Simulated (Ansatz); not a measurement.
Mulliken charges of F₃GaH₃P (`[F][Ga-]([F])([F])[PH3+]`) from r2SCAN/def2-TZVPP in Ansatz (PBE0-D4/def2-TZVP geometry).

```tsv
atom	x (Å)	y (Å)	z (Å)	charge (e)
F1	-0.150	-2.040	1.277	-0.391
Ga2	0.736	-1.171	0.038	0.873
F3	2.309	-0.537	0.484	-0.391
F4	0.541	-1.723	-1.615	-0.391
P5	-0.581	0.944	-0.044	0.066
H6	-1.671	1.059	0.837	0.078
H7	-1.197	1.271	-1.265	0.078
H8	0.105	2.140	0.231	0.078
```

Question: By hand: the dipole of these point charges (1 e Å = 4.8032 D).

Answer: Σ q r = (-0.667, 1.070, -0.042) e Å, of length 1.262 e Å = 6.06 D.

Question: How does the dipole of the full density compare? (An estimate is asked.)

Answer: Ansatz gave: (-0.703, 1.128, -0.044) e Å, 6.39 D; the point charges give 0.95 times that, at 0° from its direction.

Point charges leave out the atoms' own dipoles, such as those of lone pairs, and Mulliken's split depends on the basis, so the close match here is no proof of good charges.
